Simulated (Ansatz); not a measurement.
Species: ZrF (charge 0, quartet). The spin state was set by rule; other spins were not relaxed. 
Geometry from a B3LYP-D3(BJ)/def2-TZVP (Ansatz, a first-principles code) optimisation:
```
Zr
F 1 1.9063
```
Charge 0, spin multiplicity 4.

Basis-set convergence of Hartree-Fock and CCSD correlation energies (hartree) with Ansatz. Cores are frozen in the correlated levels unless marked. UHF or UKS for open shells. Spin-orbit coupling is left out. Frozen are the shells of the preceding noble gas and the d and f shells that filled before the atom's block. Past Kr the def2 sets carry scalar-relativistic core potentials.

```csv
basis,functions,E(HF),"E(corr, CCSD)"
def2-SVPD,57,-145.89889,-0.24263
def2-TZVPPD,96,-146.03202,-0.30655
def2-QZVPPD,147,-146.03816,-0.33024
```

Extrapolating the two largest sets (X = 3 and 4) as X^-3: E(corr) = (64·(-0.33024) - 27·(-0.30655))/37 = -0.3475 Eh, an estimate of the basis-set limit. The largest set recovers 95.0 % of it, the smallest 69.8 %.
